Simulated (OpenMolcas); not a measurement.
# Mo+: effect of correlating more closed shells

| Property | Result |
| --- | --- |
| Program | OpenMolcas |
| Basis | ANO-RCC-VTZP [7s6p4d2f1g] |
| Scalar Hamiltonian | DKH2, point nucleus |
| Active space | 5 electrons in 6 orbitals (4d 5s) |
| State averaging | 2S+1 = 6 even, 6 roots; 2S+1 = 4 even, 64 roots kept (CI in the orbitals of an earlier block); 2S+1 = 2 even, 110 roots kept (CI in the orbitals of an earlier block) |
| Spin-orbit coupling | state interaction with AMFI integrals over the reference wave functions, term energies averaged over their components |

Methods on the same reference wave functions:
A. CASSCF
B. MS-CASPT2, IPEA 0.25 Eh, imaginary shift 0.1 Eh (closed shells correlated: none)
C. MS-CASPT2, IPEA 0.25 Eh, imaginary shift 0.1 Eh (closed shells correlated: 4s 4p)

Energies in cm-1 above 4d5 6S 5/2, the measured ground level; measured values from NIST Handbook of Basic Atomic Spectroscopic Data.

```
                  Level      A      B      C  Measured
             4d5 6S 5/2    0.0    0.0    0.0       0.0
          4d4 5s 6D 1/2   8688  12150  11570     11783
          4d4 5s 6D 3/2   8912  12390  11800     12034
          4d4 5s 6D 5/2   9265  12760  12160     12417
          4d4 5s 6D 7/2   9728  13230  12630     12900
          4d4 5s 6D 9/2  10285  13780  13180     13461
4d4 5s 4D 1/2(1) [53 %]  20006  17770  16530          
             4d5 4G 7/2  20741  17410  16410     15331
             4d5 4G 9/2  20820  17480  16470     15428
            4d5 4G 11/2  20833  17480  16470     15447
       4d4 5s 4D 7/2(1)  21074  18200  17410          
      4d5 4P 1/2 [52 %]  21281  16710  17360          
          4d4 5s 4H 7/2  26690  28600  27210          
          4d4 5s 4H 9/2  26912  28840  27460          
         4d4 5s 4H 11/2  27205  29160  27770          
         4d4 5s 4H 13/2  27516  29520  28130          
   4d4 5s 4F 7/2 [58 %]  27819  25980  25140          
       4d4 5s 4D 1/2(2)  28829  24710  24030          
       4d4 5s 4D 3/2(2)  28928  24820  24170          
       4d4 5s 4D 7/2(2)  29159  25350  24740          
          4d4 5s 4P 1/2  30295  27600  27670          
          4d4 5s 4P 3/2  30821  28510  28620          
            4d5 2I 11/2  31081  26920  25310          
            4d5 2I 13/2  31283  27110  25480
```

Deviations, from unrounded energies. A percentage is the sum of absolute deviations over the sum of measured energies, with the sign that they share, or ± where signs differ.

| Against measurement | Levels | A | B | C |
| --- | --- | --- | --- | --- |
| mean absolute deviation (cm-1) | 8 | 4000 | 980 | 550 |
| other terms of the ground configuration (%) | 3 | +35.0 | +13.3 | +6.8 |
| other configurations (%) | 5 | -25.1 | +2.7 | -2.0 |

C lies closest to measurement on these levels and A furthest from it. The largest miss of C in the table is 4d5 4G 7/2, by +1100 cm-1. The ranking rests on the paired levels alone, and a cruder setting can come out closer through cancelling errors.

Between B and C the level of the table that moves most is 4d5 2I 13/2, by 1600 cm-1 (lowest in C, highest in B). Moves below CASPT2's spread within the term are not significant.

The mean deviations of B to C differ by less than CASPT2's widest spread within a term (580 cm-1), so their order carries little weight.

From A to B the spin-free energies of the other terms of 4d5 shown, above 6S, scale by factors of 0.78 to 0.87, as is usual when dynamic correlation screens the repulsion within a d or f shell.

The lowest spin-free term lies below A's lowest term by 0.074 hartree in B, 0.377 hartree in C.

What an inner shell adds also hangs on whether the basis holds functions to correlate it.

Term energies are means over components that CASPT2 splits; among the terms shown or strongly mixed into the levels shown the widest spread is 580 cm-1 (4d4 5s 4H, C). Terms from blocks run as CI alone lack orbitals of their own. Configurations are named by rounded mean occupations; where the s occupation lies near a half they are strongly mixed, a name can repeat and a true partner stay unpaired. A single d shell beside an s shell can misplace configurations of different d count against each other. The CASPT2 spread within a term exceeds the gap to the next term for 4d4 5s 4P and 4d4 5s 4H, so the order of their levels is uncertain (figures for B; the like holds for C). Without dynamic correlation excited terms often stand tens of per cent too high (terms of higher spin than the ground term too low), and those without a measured partner can miss by more than the paired ones (holds for A). Blocks of more than 70 roots (2S+1 = 2 even) ran without multistate coupling (holds for B; C). Computed and measured levels are paired by configuration, term and J; levels that our copy of the source lacks, or whose pairing is in doubt (as where it misses far off the trend of its configuration), stay unpaired and out of the deviations. Levels of configurations outside the active space are missing. Levels that lie high or do not pair safely by name in every column are left out.

A share in square brackets marks a mixed level and gives the weight of the term that names it, the lowest over the columns. A number in round brackets counts repeated terms of one configuration in the order of the reference energies.
